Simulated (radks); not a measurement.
Spherical quantum dot in the effective-mass picture: electrons in a well V = -V0 / (1 + exp((r - R)/a)) with V0 = 6, R = 7.16, a = 0.25, all in effective atomic units (hartree* = m*/eps^2 hartree, bohr* = eps/m* bohr), one dielectric constant everywhere. Calculated with a radial shooting solver with Libxc functionals: non-relativistic Kohn-Sham, PBE, spin-polarised, spherical densities. Levels are named by radial order and angular momentum (1s, 1p, 1d, 2s, ...), and open shells are averaged over m. Results are scaled to m* = 0.345 and eps = 5.7, for which hartree* = 288.9 meV and bohr* = 0.8743 nm.

N = 5, configuration 1s2 1p(up 3, down 0). This is the lowest configuration that the search found. Occupied and some empty levels:

level    occupation  eigenvalue (meV)  <r> (nm)
1s up             1           -1466.9     3.836
1s down           1           -1454.6     3.688
1p up             3           -1448.4     4.074
1p down           0           -1434.2     4.012
1d up             0           -1418.5     4.270
1d down           0           -1403.3     4.239
1f up             0           -1379.2     4.430
2s up             0           -1367.0     2.922
2s down           0           -1364.4     2.900
1f down           0           -1363.2     4.416

Energy (meV): total -7917.75, kinetic 226.76, external -8623.6, Hartree 723.70, exchange-correlation -244.61.
